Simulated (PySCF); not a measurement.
Si3BH8ClO

Si3BH8ClO is a small molecule, neutral, singlet. The structure, one conformer, was relaxed in the gas phase by PBE0-D3(BJ)/def2-SVP. No frequency run checks that it is a minimum.

SMILES: [SiH3]B([SiH3])O[SiH2]Cl

Coordinates in Å:
```
Si1     2.042   -1.020    0.809
B2      0.343   -0.418   -0.159
Si3     0.045    1.601   -0.367
O4     -0.493   -1.381   -0.612
Si5    -1.888   -1.540   -1.518
Cl6    -1.379   -2.457   -3.280
H7      2.146   -2.508    0.933
H8      2.094   -0.421    2.183
H9      3.248   -0.517    0.072
H10     1.199    2.173   -1.133
H11    -1.220    2.029   -1.046
H12     0.070    2.221    0.997
H13    -2.470   -0.209   -1.821
H14    -2.803   -2.420   -0.755
```

Shieldings: GIAO PBE0/pcSseg-1. Shifts are against computed references at the same level: H TMS (σ 31.27 ppm), Si TMS (σ 352.0 ppm). Core levels by delta-SCF with SCAN, pcX-2 on the ionised atom and pcseg-1 elsewhere, spin-free X2C (2p3/2 is the spin-free 2p value less a third of a first-order spin-orbit splitting); from the vacuum level, for chosen atoms.

(1) Give the NMR and core-level values of the distinct atoms.

(2) Which of Si1, Si3, Si5 holds its core electrons tightest, and by how much against the loosest?

(3) By CAM-B3LYP/def2-SVPD (TDDFT singlets, Tamm-Dancoff triplets, ionisation by delta-SCF), where does absorption start, and what does vertical ionisation take?

Results:

(1) 
```tsv
atoms	bonded to	σ (ppm)	δ (ppm)	core level (eV)
Si1	1 B + 3 H	455.7	-103.7	2p3/2 106.19
B2	1 O + 2 Si	10.4	-	1s 196.62
Si3	1 B + 3 H	472.2	-120.2	2p3/2 106.33
O4	1 B + 1 Si	29.7	-	1s 538.82
Si5	1 Cl + 1 O + 2 H	361.6	-9.6	2p3/2 108.75
Cl6	1 Si	901.0	-	-
H7 H8 H9	1 Si	27.70	3.56	-
H10 H11 H12	1 Si	27.71	3.55	-
H13	1 Si	25.49	5.77	-
H14	1 Si	25.63	5.64	-
```

Values are those of this one static structure, with the three H of a rotating XH3 group averaged; atoms that internal rotation interchanges would show their mean in an NMR spectrum.

(2) Si5 (bonded to 1 Cl + 1 O + 2 H), by 2.56 eV over Si1 (bonded to 1 B + 3 H).

(3) The first singlet with intensity lies at 5.84 eV (f 0.022); what lies below it is dark. The lowest singlet lies at 3.71 eV (f 0.000), the strongest of the first 6 at 6.75 eV (f 0.053), the lowest triplet at 3.09 eV; vertical ionisation takes 9.03 eV.
